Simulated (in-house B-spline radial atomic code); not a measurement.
## The nickel ion Ni¹⁰⁺: [Ne] 3s2 3p6

All numbers are computed (non-relativistic revTPSS, spin-polarised, spherical fractional occupations; point nucleus) with an all-electron radial atomic-structure program (B-spline basis), not measured.

Screening seen three ways: the hydrogenic charge with the same mean radius, Z_r = [3n² - l(l+1)]/(2<r>), the one with the same energy, Z_e = n√(-2ε), and Slater's rules. Values are occupation-weighted means over spin.

```json
{"shell": "1s", "electrons": "2", "ε (eV)": "-8406.1", "<r> (bohr)": "0.0548", "Z_r": "27.37", "Z_e": "24.86", "Slater": "27.70"}
{"shell": "2s", "electrons": "2", "ε (eV)": "-1239.8", "<r> (bohr)": "0.2471", "Z_r": "24.28", "Z_e": "19.09", "Slater": "23.85"}
{"shell": "2p", "electrons": "6", "ε (eV)": "-1114.7", "<r> (bohr)": "0.2161", "Z_r": "23.14", "Z_e": "18.10", "Slater": "23.85"}
{"shell": "3s", "electrons": "2", "ε (eV)": "-344.12", "<r> (bohr)": "0.6759", "Z_r": "19.97", "Z_e": "15.09", "Slater": "16.75"}
{"shell": "3p", "electrons": "6", "ε (eV)": "-304.18", "<r> (bohr)": "0.6766", "Z_r": "18.47", "Z_e": "14.18", "Slater": "16.75"}
```

The least bound orbital is 3p at -304.2 eV, and it is also the most diffuse (<r> = 0.6766 bohr).
